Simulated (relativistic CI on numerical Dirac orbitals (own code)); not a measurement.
# Forbidden lines of Ir³⁵⁺

Method of calculation: Dirac-Coulomb-Breit CI, KLI orbitals optimised for each configuration, QED by a radiative potential, unscaled Slater integrals (own radial code, finite nucleus).

Configuration list (outside the closed core [Ar] 3d10): 4s2 4p6 4d6, 4s2 4p6 4d5 4f, 4s2 4p5 4d7, 4s 4p6 4d7, 4s2 4p5 4d6 4f, 4s 4p6 4d6 4f, 4s2 4p6 4d5 5s, 4s2 4p6 4d4 4f 5s, 4s2 4p6 4d5 5d, 4s2 4p6 4d5 6s, 4s 4p6 4d6 5s, 4p6 4d8, 4p5 4d9, 4p5 4d8 4f, 4s2 4p6 4d4 5s2, 4s2 4p6 4d3 4f 5s2, 4s2 4p5 4d4 4f 5s2, 4s 4p6 4d4 4f 5s2. Double excitations out of closed p, d and f shells are left out; levels of such configurations are missing from the list, as are those of other unlisted configurations, and high levels can miss mixing partners.

| λ vac (nm) | Lower | Upper | Type | A (s⁻¹) | gf | Branching (%) |
| --- | --- | --- | --- | --- | --- | --- |
| 33.306 | 4s2 4p6 4d6 5D_4 [5] | 4s2 4p6 4d6 3F_4 [27] | M1 | 1.89e+04 | 2.84e-06 | 16.9 |
| 37.263 | 4s2 4p6 4d6 3F_4 [1] | 4s2 4p6 4d6 3F_3 [15] | M1 | 1.73e+04 | 2.52e-06 | 51.7 |
| 43.860 | 4s2 4p6 4d6 3D_3 [19] | 4s2 4p6 4d6 3P_2 [32] | M1 | 9.86e+04 | 1.42e-05 | 38.3 |
| 45.380 | 4s2 4p6 4d6 3H_4 [18] | 4s2 4p6 4d6 1G_4 [30] | M1 | 1.44e+05 | 3.99e-05 | 51.9 |
| 46.550 | 4s2 4p6 4d6 3G_5 [7] | 4s2 4p6 4d6 1G_4 [24] | M1 | 6.16e+04 | 1.80e-05 | 68.5 |
| 47.402 | 4s2 4p6 4d6 3F_4 [1] | 4s2 4p6 4d6 3G_3 [10] | M1 | 3.43e+04 | 8.08e-06 | 77.5 |
| 48.354 | 4s2 4p6 4d6 5D_3 [4] | 4s2 4p6 4d6 3D_3 [19] | M1 | 6.91e+04 | 1.70e-05 | 43.8 |
| 48.367 | 4s2 4p6 4d6 3H_5 [20] | 4s2 4p6 4d6 1G_4 [30] | M1 | 8.65e+04 | 2.73e-05 | 31.2 |
| 50.452 | 4s2 4p6 4d6 5D_4 [5] | 4s2 4p6 4d6 3D_3 [19] | M1 | 5.77e+04 | 1.54e-05 | 36.5 |
| 50.838 | 4s2 4p6 4d6 5D_2 [16] | 4s2 4p6 4d6 3P_1 [28] | M1 | 3.05e+05 | 3.54e-05 | 76.3 |
| 50.882 | 4s2 4p6 4d6 1G_4 [14] | 4s2 4p6 4d6 3F_4 [27] | M1 | 3.23e+04 | 1.13e-05 | 28.8 |
| 51.545 | 4s2 4p6 4d6 3F_2 [9] | 4s2 4p6 4d6 3F_2 [25] | M1 | 4.93e+04 | 9.82e-06 | 47.0 |
| 53.741 | 4s2 4p6 4d6 3F_3 [15] | 4s2 4p6 4d6 3F_4 [27] | M1 | 4.35e+04 | 1.69e-05 | 38.8 |
| 53.771 | 4s2 4p6 4d6 5D_4 [5] | 4s2 4p6 4d6 3H_4 [18] | M1 | 1.38e+05 | 5.40e-05 | 78.9 |
| 53.872 | 4s2 4p6 4d6 3D_2 [13] | 4s2 4p6 4d6 3F_2 [26] | M1 | 5.76e+04 | 1.25e-05 | 34.4 |
| 54.098 | 4s2 4p6 4d6 3G_5 [7] | 4s2 4p6 4d6 1I_6 [21] | M1 | 1.83e+04 | 1.04e-05 | 29.9 |
| 54.130 | 4s2 4p6 4d6 3H_6 [8] | 4s2 4p6 4d6 1I_6 [21] | M1 | 4.29e+04 | 2.45e-05 | 70.0 |
| 54.986 | 4s2 4p6 4d6 3F_4 [1] | 4s2 4p6 4d6 3G_5 [7] | M1 | 1.80e+04 | 8.97e-06 | 98.8 |
| 55.857 | 4s2 4p6 4d6 3P_2 [2] | 4s2 4p6 4d6 3F_2 [9] | M1 | 5.74e+04 | 1.34e-05 | 99.2 |
| 57.954 | 4s2 4p6 4d6 5D_3 [4] | 4s2 4p6 4d6 5D_2 [16] | M1 | 1.55e+05 | 3.89e-05 | 76.4 |
| 58.167 | 4s2 4p6 4d6 3G_5 [7] | 4s2 4p6 4d6 3H_5 [20] | M1 | 2.74e+04 | 1.53e-05 | 29.2 |
| 58.205 | 4s2 4p6 4d6 3H_6 [8] | 4s2 4p6 4d6 3H_5 [20] | M1 | 5.41e+04 | 3.02e-05 | 57.6 |
| 59.374 | 4s2 4p6 4d6 5D_1 [6] | 4s2 4p6 4d6 5D_0 [17] | M1 | 2.28e+05 | 1.21e-05 | 98.9 |
| 60.552 | 4s2 4p6 4d6 3G_3 [10] | 4s2 4p6 4d6 3G_3 [22] | M1 | 4.39e+04 | 1.69e-05 | 41.4 |
| 63.168 | 4s2 4p6 4d6 3G_5 [7] | 4s2 4p6 4d6 3H_4 [18] | M1 | 2.65e+04 | 1.42e-05 | 15.1 |
| 64.703 | 4s2 4p6 4d6 5D_1 [6] | 4s2 4p6 4d6 5D_2 [16] | M1 | 4.28e+04 | 1.34e-05 | 21.1 |
| 64.852 | 4s2 4p6 4d6 3F_4 [1] | 4s2 4p6 4d6 5D_4 [5] | M1 | 8.06e+04 | 4.57e-05 | 100.0 |
| 68.682 | 4s2 4p6 4d6 3F_4 [1] | 4s2 4p6 4d6 5D_3 [4] | M1 | 6.50e+04 | 3.22e-05 | 78.2 |
| 73.114 | 4s2 4p6 4d6 3P_2 [2] | 4s2 4p6 4d6 5D_1 [6] | M1 | 8.33e+04 | 2.00e-05 | 93.6 |
| 84.194 | 4s2 4p6 4d6 3P_2 [2] | 4s2 4p6 4d6 5D_3 [4] | M1 | 1.81e+04 | 1.35e-05 | 21.8 |

Terms are leading LS components. Brackets give the number of a level in order of energy, since labels repeat. The list gives strong lines, with weight on those to low levels, among the lowest 400 of 8057 levels, so that lines to higher ones, which can be the strongest, are missing. Levels whose partners in the same complex of configurations lie outside the list can be far off, and so can their lines. Rates are taken at the computed energies, electric ones in the length gauge.

At this charge energies of transitions that change n are usually good to better than 1 %, and those within a shell (Δn = 0) to a few per cent. Terms inside the open d or f shell come out 10 to 20 % too wide with unscaled integrals.

LS names give the leading component of a level, which can be under half, so a name can repeat, a term be missing and a line seem to break the LS rules.
